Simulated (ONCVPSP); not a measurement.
## lutetium (Lu), ONCV: configuration errors across variants

ONCVPSP 4.0.1 input, shortened (lines: element, Z, core and valence counts, functional; n l f; lmax; l rc ep ncon nbas qcut; lloc lpopt rc5 dvloc0; l nproj debl; icmod fcfact rcfact), LDA (Perdew-Wang 92), fully relativistic:

```
  Lu 71.00    9    5  -001012      upf
    1    0    2.00
    2    0    2.00
    2    1    6.00
    3    0    2.00
    3    1    6.00
    3    2   10.00
    4    0    2.00
    4    1    6.00
    4    2   10.00
    4    3   14.00
    5    0    2.00
    5    1    6.00
    5    2    1.00
    6    0    2.00
    3
    0    2.00    0.00    4    7    4.90
    1    1.30    0.00    5   10    6.60
    2    2.45    0.00    5    8    3.50
    3    0.80    0.00    5    9   22.00
    4    5    0.75    2.00
    0    3    3.10
    1    2    1.60
    2    2    0.30
    3    2    2.80
    2    0.50    1.15
```

Open shells are filled in proportion to 2j + 1.

All-electron excitation energies from the reference (eV): (1) 4f14 5s2 5p6 5d1 6s1 7.577; (2) 4f14 5s2 5p6 5d1 6s0 21.142; (3) 4f14 5s2 5p6 5d1 6s1 6p1 3.491.

A true bound ghost makes a file unfit for plane-wave use even where its test errors are small: the radial tests pick states by their node count and pass the ghost by.

Errors AE − PS in meV (a dash: test not solved or not reliable):

```tsv
change	(1)	(2)	(3)	bound ghosts	GHOST(+) flags above zero
base	+0.8	+0.7	+0.2	s	p3/2, d5/2, p1/2, d3/2
d: rc 1.66	+0.7	+0.2	+0.1	s	p3/2, d5/2, p1/2, d3/2
d: rc 1.94	+0.7	+0.2	+0.1	s, d5/2, d3/2	p3/2, p1/2, d3/2
d: rc 2.18	+0.7	+0.4	+0.1	s, d5/2, d3/2	p3/2, d5/2, p1/2, d3/2
d: rc 2.62	+0.9	+0.8	+0.2	s	p3/2, d5/2, p1/2, d3/2
d: rc 2.88	+0.9	+0.3	+0.1	s	p3/2, d5/2, p1/2, d3/2
d: rc 3.16	+0.7	-1.6	-0.1	s	p3/2, p1/2
d: rc 3.3	+0.6	-3.2	-0.2	s	p3/2, p1/2
d: rc 3.5	+0.1	-6.4	-0.5	s	p3/2, p1/2, d3/2
```

(1) Give the same row for: d: rc 2.34.

## Answers

(1) +0.6, -0.1, +0.1; bound ghosts: s, d5/2; GHOST(+) flags above zero: p3/2, p1/2, d3/2.
